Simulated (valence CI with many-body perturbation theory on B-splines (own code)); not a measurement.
Values are calculated unless marked as measured or tabulated.
Level structure of Pd³⁹⁺

Level of theory: relativistic CI+MBPT: five valence electrons over a frozen Dirac-Fock core [He], radial functions for each j: 9 s, 9 p, 8 d, 6 f, 3 g, 1 h, with the one-electron correlation potential Σ1 (screened to all orders), the two-electron term Σ2, the three-electron term Σ3, Breit, model QED; selected single and double excitations, second order for the rest (own B-spline code, finite nucleus).

No measured spectrum was set against this ion. As an estimate, large intervals hold to a few tenths of a per cent, small ones and those within an open d or f shell to about a per cent. Among the levels kept, up to 1700 cm⁻¹ of a level comes from second order outside the variational space, and about a tenth of that is noise between levels of different J, which matters for small intervals.

Levels 1 to 45 of 84, with energies above the lowest level, (2s^2 2p1/2^2 2p3/2) J=3/2. "Leading %" is the weight of the configuration and term that name the level; weights of strongly mixed levels are sums over their largest components and can fall short. In the jj column 3d3/2^4 stands for four electrons in 3d with j = 3/2.

| No. | Configuration | Term | J | E (× 10³ cm⁻¹) | Leading % | Second component | g | Leading jj |
| --- | --- | --- | --- | --- | --- | --- | --- | --- |
| 1 | 2s2 2p3 | 2P° | 3/2 | 0.00 | 44 | 32 % 2s2 2p3 4S° | 1.402 | 2s^2 2p1/2^2 2p3/2 (99 %) |
| 2 | 2s2 2p3 | 4S° | 3/2 | 1226.6 | 52 | 46 % 2s2 2p3 2D° | 1.424 | 2s^2 2p1/2 2p3/2^2 (99 %) |
| 3 | 2s2 2p3 | 2D° | 5/2 | 1367.3 | 100 |  | 1.186 | 2s^2 2p1/2 2p3/2^2 (100 %) |
| 4 | 2s2 2p3 | 2P° | 1/2 | 1562.6 | 99 |  | 0.648 | 2s^2 2p1/2 2p3/2^2 (99 %) |
| 5 | 2s 2p4 | 4P | 5/2 | 2638.3 | 80 | 20 % 2s 2p4 2D | 1.505 | 2s 2p1/2^2 2p3/2^2 (98 %) |
| 6 | 2s2 2p3 | 2P° | 3/2 | 2795.9 | 55 | 29 % 2s2 2p3 2D° | 1.271 | 2s^2 2p3/2^3 (98 %) |
| 7 | 2s 2p4 | 2S | 1/2 | 3074.2 | 54 | 41 % 2s 2p4 4P | 2.195 | 2s 2p1/2^2 2p3/2^2 (95 %) |
| 8 | 2s 2p4 | 2D | 3/2 | 3084.6 | 35 | 35 % 2s 2p4 2P | 1.252 | 2s 2p1/2^2 2p3/2^2 (93 %) |
| 9 | 2s 2p4 | 4P | 3/2 | 4021.4 | 69 | 22 % 2s 2p4 2D | 1.480 | 2s 2p1/2 2p3/2^3 (95 %) |
| 10 | 2s 2p4 | 2D | 5/2 | 4238.0 | 79 | 20 % 2s 2p4 4P | 1.269 | 2s 2p1/2 2p3/2^3 (98 %) |
| 11 | 2s 2p4 | 2P | 1/2 | 4459.4 | 56 | 35 % 2s 2p4 4P | 1.473 | 2s 2p1/2 2p3/2^3 (91 %) |
| 12 | 2s 2p4 | 2P | 3/2 | 4555.5 | 56 | 42 % 2s 2p4 2D | 1.096 | 2s 2p1/2 2p3/2^3 (98 %) |
| 13 | 2s 2p4 | 2P | 1/2 | 5832.0 | 39 | 38 % 2s 2p4 2S | 1.628 | 2s 2p3/2^4 (94 %) |
| 14 | 2p5 | 2P° | 3/2 | 6120.8 | 99 |  | 1.321 | 2p1/2^2 2p3/2^3 (99 %) |
| 15 | 2p5 | 2P° | 1/2 | 7482.7 | 99 |  | 0.648 | 2p1/2 2p3/2^4 (99 %) |
| 16 | 2s2 2p2 3s | 4P | 1/2 | 26120 | 51 | 26 % 2s2 2p2 3s 2S | 2.039 | 2s^2 2p1/2^2 3s (98 %) |
| 17 | 2s2 2p2 3p | 4D° | 1/2 | 26547 | 41 | 41 % 2s2 2p2 3p 2P° | 0.661 | 2s^2 2p1/2^2 3p1/2 (98 %) |
| 18 | 2s2 2p2 3p | 2P° | 3/2 | 26996 | 28 | 24 % 2s2 2p2 3p 4D° | 1.336 | 2s^2 2p1/2^2 3p3/2 (98 %) |
| 19 | 2s2 2p2 3s | 4P | 3/2 | 27374 | 87 | 10 % 2s2 2p2 3s 2P | 1.662 | 2s^2 2p1/2 2p3/2 3s (97 %) |
| 20 | 2s2 2p2 3s | 2P | 1/2 | 27423 | 68 | 31 % 2s2 2p2 3s 4P | 1.289 | 2s^2 2p1/2 2p3/2 3s (99 %) |
| 21 | 2s2 2p2 3d | 4F | 3/2 | 27431 | 36 | 36 % 2s2 2p2 3d 2D | 0.795 | 2s^2 2p1/2^2 3d3/2 (97 %) |
| 22 | 2s2 2p2 3s | 2D | 5/2 | 27483 | 55 | 38 % 2s2 2p2 3s 4P | 1.345 | 2s^2 2p1/2 2p3/2 3s (93 %) |
| 23 | 2s2 2p2 3s | 2D | 3/2 | 27523 | 60 | 38 % 2s2 2p2 3s 2P | 1.001 | 2s^2 2p1/2 2p3/2 3s (99 %) |
| 24 | 2s2 2p2 3d | 2D | 5/2 | 27603 | 29 | 20 % 2s2 2p2 3d 4D | 1.206 | 2s^2 2p1/2^2 3d5/2 (92 %) |
| 25 | 2s2 2p2 3p | 4P° | 1/2 | 27800 | 44 | 29 % 2s2 2p2 3p 4D° | 1.696 | 2s^2 2p1/2 2p3/2 3p1/2 (99 %) |
| 26 | 2s2 2p2 3p | 4D° | 3/2 | 27840 | 55 | 23 % 2s2 2p2 3p 2D° | 1.148 | 2s^2 2p1/2 2p3/2 3p1/2 (99 %) |
| 27 | 2s2 2p2 3p | 2F° | 5/2 | 27923 | 42 | 32 % 2s2 2p2 3p 2D° | 1.102 | 2s^2 2p1/2 2p3/2 3p1/2 (98 %) |
| 28 | 2s2 2p2 3p | 2P° | 3/2 | 28077 | 38 | 26 % 2s2 2p2 3p 2D° | 1.378 | 2s^2 2p1/2 2p3/2 3p1/2 (96 %) |
| 29 | 2s2 2p2 3p | 4D° | 5/2 | 28195 | 51 | 33 % 2s2 2p2 3p 4P° | 1.428 | 2s^2 2p1/2 2p3/2 3p3/2 (95 %) |
| 30 | 2s2 2p2 3p | 4P° | 1/2 | 28229 | 37 | 32 % 2s2 2p2 3p 2P° | 1.691 | 2s^2 2p1/2 2p3/2 3p3/2 (98 %) |
| 31 | 2s2 2p2 3p | 2D° | 3/2 | 28270 | 50 | 29 % 2s2 2p2 3p 4P° | 1.195 | 2s^2 2p1/2 2p3/2 3p3/2 (98 %) |
| 32 | 2s2 2p2 3p | 2F° | 7/2 | 28318 | 58 | 41 % 2s2 2p2 3p 4D° | 1.252 | 2s^2 2p1/2 2p3/2 3p3/2 (99 %) |
| 33 | 2s2 2p2 3p | 2P° | 3/2 | 28360 | 41 | 22 % 2s2 2p2 3p 4S° | 1.375 | 2s^2 2p1/2 2p3/2 3p3/2 (92 %) |
| 34 | 2s2 2p2 3p | 2D° | 5/2 | 28429 | 53 | 21 % 2s2 2p2 3p 2F° | 1.201 | 2s^2 2p1/2 2p3/2 3p3/2 (92 %) |
| 35 | 2s2 2p2 3p | 2P° | 1/2 | 28520 | 83 | 8 % 2s2 2p2 3p 4D° | 0.678 | 2s^2 2p1/2 2p3/2 3p3/2 (96 %) |
| 36 | 2s 2p3 3s | 6S° | 5/2 | 28590 | 43 | 34 % 2s 2p3 3s 4P° | 1.700 | 2s 2p1/2^2 2p3/2 3s (83 %) |
| 37 | 2s2 2p2 3d | 4F | 3/2 | 28692 | 42 | 31 % 2s2 2p2 3d 2P | 0.936 | 2s^2 2p1/2 2p3/2 3d3/2 (97 %) |
| 38 | 2s2 2p2 3d | 4F | 5/2 | 28707 | 55 | 37 % 2s2 2p2 3d 2F | 0.978 | 2s^2 2p1/2 2p3/2 3d3/2 (96 %) |
| 39 | 2s2 2p2 3d | 4D | 1/2 | 28715 | 80 | 14 % 2s2 2p2 3d 2P | 0.226 | 2s^2 2p1/2 2p3/2 3d3/2 (99 %) |
| 40 | 2s 2p3 3s | 4S° | 3/2 | 28728 | 38 | 28 % 2s 2p3 3s 2P° | 1.572 | 2s 2p1/2^2 2p3/2 3s (89 %) |
| 41 | 2s2 2p2 3d | 4F | 7/2 | 28780 | 66 | 17 % 2s2 2p2 3d 4D | 1.208 | 2s^2 2p1/2 2p3/2 3d5/2 (70 %) |
| 42 | 2s2 2p2 3d | 2F | 7/2 | 28804 | 42 | 33 % 2s2 2p2 3d 4D | 1.171 | 2s^2 2p1/2 2p3/2 3d3/2 (62 %) |
| 43 | 2s2 2p2 3s | 4P | 5/2 | 28815 | 33 | 24 % 2s2 2p2 3s 2D | 1.368 | 2s^2 2p3/2^2 3s (56 %) |
| 44 | 2s2 2p2 3s | 4P | 5/2 | 28847 | 22 | 19 % 2s2 2p2 3d 2F | 1.248 | 2s^2 2p3/2^2 3s (35 %) |
| 45 | 2s2 2p2 3d | 4D | 3/2 | 28851 | 34 | 20 % 2s2 2p2 3d 2P | 1.139 | 2s^2 2p1/2 2p3/2 3d5/2 (61 %) |

The ionisation energy to 2s2 2p2 3P_0 of the next ion comes out as 5879.1 eV (NIST: 5880 ± 40 eV (semi-empirical)). All 84 levels together are meant to be complete up to 30040 × 10³ cm⁻¹.
